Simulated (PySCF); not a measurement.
**Bonding in `C#Cc1ccc(C=O)cc1`**

Species: C9H6O.
SMILES with atom numbers: `[CH:1]#[C:2][c:3]1[cH:4][cH:5][c:6]([CH:7]=[O:8])[cH:9][cH:10]1` (hydrogens: H11 on C1; H12 on C4; H13 on C5; H14 on C7; H15 on C9; H16 on C10)

Geometry (GFN2-xTB, Å), atoms numbered from 1 in this order:
```
atom  x, y, z in Å
C1     3.778    0.147   -0.828
C2     2.605    0.101   -0.572
C3     1.225    0.047   -0.269
C4     0.383   -0.805   -0.989
C5    -0.962   -0.855   -0.692
C6    -1.490   -0.057    0.326
C7    -2.919   -0.104    0.646
O8    -3.463    0.544    1.504
C9    -0.643    0.793    1.042
C10    0.701    0.847    0.751
H11    4.802    0.189   -1.052
H12    0.797   -1.418   -1.775
H13   -1.618   -1.512   -1.246
H14   -3.494   -0.812    0.015
H15   -1.070    1.401    1.826
H16    1.360    1.502    1.302
```

Bond orders from the PBE0/pcSseg-1 density (PySCF). Geometry: GFN2-xTB, one conformer, isolated molecule.

Where do the orders between heavy atoms depart from those drawn in the SMILES?

The largest departure is 0.684, at C1–C2 (drawn triple, 2.316), counting aromatic bonds as 1.5. Drawn double or triple, more than 0.30 short of the drawn order: C1–C2 (2.316). The bonds drawn aromatic range from 1.34 to 1.46.

Give the Mayer order of every bond, beside its length.

| bond | drawn as | length (Å) | Mayer order |
| --- | --- | --- | --- |
| C1–C2 | triple | 1.201 | 2.316 |
| C2–C3 | single | 1.414 | 1.002 |
| C3–C4 | aromatic | 1.398 | 1.395 |
| C4–C5 | aromatic | 1.378 | 1.457 |
| C5–C6 | aromatic | 1.396 | 1.339 |
| C6–C7 | single | 1.465 | 1.025 |
| C7–O8 | double | 1.205 | 1.995 |
| C6–C9 | aromatic | 1.397 | 1.361 |
| C9–C10 | aromatic | 1.377 | 1.461 |
| C10–C3 | aromatic | 1.398 | 1.377 |
| C1–H11 | single | 1.049 | 1.150 |
| C4–H12 | single | 1.080 | 0.971 |
| C5–H13 | single | 1.081 | 0.966 |
| C7–H14 | single | 1.109 | 0.955 |
| C9–H15 | single | 1.080 | 0.957 |
| C10–H16 | single | 1.080 | 0.974 |

Bonds between the same two heavy elements. C–C: lowest C2–C3 (1.002, 1.414 Å), highest C1–C2 (2.316, 1.201 Å); in 1 of the 36 pairs the longer bond (by over 0.003 Å) has the higher order (by 0.02 or more).

Sum the orders of all bonds at each heavy atom with more than one neighbour and set the sums beside the valence in the SMILES.

C1 3.466 (drawn 4), C2 3.318 (drawn 4), C3 3.774 (drawn 4), C4 3.823 (drawn 4), C5 3.762 (drawn 4), C6 3.725 (drawn 4), C7 3.975 (drawn 4), C9 3.779 (drawn 4), C10 3.812 (drawn 4). Orders between atoms that aren't bonded are not in these sums.

Mayer orders depend on the basis set.

These values come from a run that also computed NMR shieldings. The run took 32 s wall on an Arm Neoverse V1 with one thread (shared host), and the process peaked at 0.92 GiB of memory.
